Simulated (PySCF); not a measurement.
Compound: CH7BO2SSi.
InChI=1S/CH7BO2SSi/c1-5-6-2(3)4/h3-4H,6H2,1H3

Torsions of this conformer, `[CH3:1][S:2][SiH2:3][B:4]([OH:5])[OH:6]`: C1–S2–Si3–B4 62°, S2–Si3–B4–O5 113°, H–O5–B4–Si3 2°, H–O6–B4–Si3 176°.

The closed-shell ground state was solved at several levels (PySCF, density fitting, gas phase, non-relativistic). The structure is a single PBE0-D3(BJ)/def2-SVP conformer in the gas phase; no vibrational or solvent corrections.

| level | basis functions | total energy (Eh) | HOMO (eV) | LUMO (eV) | gap (eV) | dipole (D) |
| --- | --- | --- | --- | --- | --- | --- |
| PBE0/aug-cc-pVDZ | 209 | -904.9545 | -6.58 | -0.61 | 5.97 | 1.84 |
| PBE0/pcSseg-2 | 328 | -905.0497 | -6.62 | -0.59 | 6.03 | 1.89 |
| CAM-B3LYP/pcSseg-1 | 151 | -905.3087 | -7.88 | 0.64 | 8.52 | 2.11 |
| PBE/pcSseg-1 | 151 | -904.8039 | -5.39 | -1.32 | 4.07 | 2.09 |
| BHandHLYP/pcSseg-1 | 151 | -905.2558 | -7.68 | 0.51 | 8.19 | 2.06 |
| PBE0/def2-TZVP | 240 | -905.0336 | -6.58 | -0.50 | 6.08 | 1.81 |
| PBE0/cc-pVTZ | 286 | -905.0348 | -6.56 | -0.44 | 6.12 | 1.91 |
| wB97X-D/pcSseg-1 | 151 | -905.3046 | -8.46 | 1.29 | 9.75 | 2.18 |
| B3LYP/pcSseg-1 | 151 | -905.4279 | -6.36 | -0.63 | 5.73 | 2.05 |
| B3LYP/def2-TZVP | 240 | -905.5863 | -6.36 | -0.68 | 5.68 | 1.77 |
| KT2/pcSseg-1 | 151 | -914.3721 | -5.49 | -1.40 | 4.09 | 1.98 |

(1) Estimate the row for BP86/pcSseg-1, a basis of 151 functions; the other rows only guide the guess.

(2) Over all these levels, which gives the widest orbital gap and which the narrowest?

(3) How much does the basis alone move the frontier levels among the 4 PBE0 rows?

(4) In the pcSseg-1 basis, how does the gap go with the fixed share of exact exchange?

(5) How far do the dipole and the HOMO energy spread over the levels?

## Answers

(1) Total energy -905.4529 Eh, HOMO -5.50 eV, LUMO -1.39 eV, gap 4.11 eV, dipole 2.09 D.

(2) wB97X-D/pcSseg-1 (range-separated hybrid) has the widest, 9.75 eV, and PBE/pcSseg-1 (GGA) the narrowest, 4.07 eV. The two share the basis. From the narrowest to the widest the HOMO moves by -3.07 eV and the LUMO by +2.61 eV.

(3) The HOMO by 0.06 eV and the LUMO by 0.17 eV. By rising basis size (HOMO, LUMO in eV): aug-cc-pVDZ -6.58, -0.61; def2-TZVP -6.58, -0.50; cc-pVTZ -6.56, -0.44; pcSseg-2 -6.62, -0.59.

(4) PBE (0 %) 4.07 eV; KT2 (0 %) 4.09 eV; BP86 (0 %) 4.11 eV; B3LYP (20 %) 5.73 eV; BHandHLYP (50 %) 8.19 eV. Each rise in the share widens the gap here.

(5) The dipole runs from 1.77 to 2.18 D (mean 1.98 D) and the HOMO from -8.46 to -5.39 eV.

wB97X-D is run here without its empirical dispersion term; that term would change no orbital, density or response property at a fixed geometry.
